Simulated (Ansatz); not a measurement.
Cost and result up the ladder for Si(OH)Cl3 (SiCl3OH) (6 atoms). The state is a singlet with charge 0. Geometry: r2SCAN-D4/def2-SVP.

Cartesian coordinates in Å:
```
Si -0.3018 0.0045 0.0505
O 1.0348 0.0934 -0.8895
H 1.8957 -0.0060 -0.4634
Cl -0.3016 1.4649 1.4889
Cl -0.4283 -1.8084 0.9987
Cl -1.8988 0.2516 -1.1852
```

Ansatz on 2 threads of Arm Neoverse V2 on a shared host. Times are rough, and most runs start from the orbitals of an earlier one. PBE0-D4/def2-TZVPD serves as the yardstick here, not as an exact answer. Differences are given only for rows in sets of like size (and for xTB, whose basis is part of the method), since another set adds its own error. Binding counts from free atoms at the same level (Si triplet, O triplet, H doublet, Cl doublet; other spins of the atoms weren't run), without zero-point energy or a counterpoise term.

Correlated methods freeze 21 core orbitals.

Correlated methods converge slowly with the basis.

```tsv
level	functions	wall time
HF/STO-3G	42	0.15 s
PBE0-D4/def2-SVP	91	1.7 s
PBE-D4/def2-TZVP	185	2.6 s
revPBE-D4/def2-TZVP	185	2.7 s
HF/def2-TZVP	185	2.7 s
BLYP-D4/def2-TZVP	185	2.7 s
MP2/def2-TZVP	185	2.9 s
PBE-D4/def2-TZVPD	230	4.4 s
r2SCAN-D4/def2-TZVP	185	6 s
PBE0-D4/def2-TZVP (with forces)	185	6 s
r2SCANh-D4/def2-TZVP	185	7.5 s
PBE0-D4/def2-TZVPD	230	7.5 s
r2SCAN-D4/def2-TZVPD	230	9.5 s
B97M-V/def2-TZVP	185	11 s
```

(1) Estimate what each level gives for the binding energy per atom (eV).

## Answers

(1) 
```csv
level,binding energy per atom (eV),difference from PBE0-D4/def2-TZVPD (eV)
HF/STO-3G,2.64,–
PBE0-D4/def2-SVP,3.63,–
PBE-D4/def2-TZVP,3.77,0.08
revPBE-D4/def2-TZVP,3.66,-0.03
HF/def2-TZVP,2.65,-1.04
BLYP-D4/def2-TZVP,3.64,-0.06
MP2/def2-TZVP,3.74,0.05
PBE-D4/def2-TZVPD,3.77,0.07
r2SCAN-D4/def2-TZVP,3.74,0.05
PBE0-D4/def2-TZVP (with forces),3.69,0.00
r2SCANh-D4/def2-TZVP,3.71,0.01
PBE0-D4/def2-TZVPD,3.69,0.00
r2SCAN-D4/def2-TZVPD,3.74,0.05
B97M-V/def2-TZVP,3.76,0.06
```
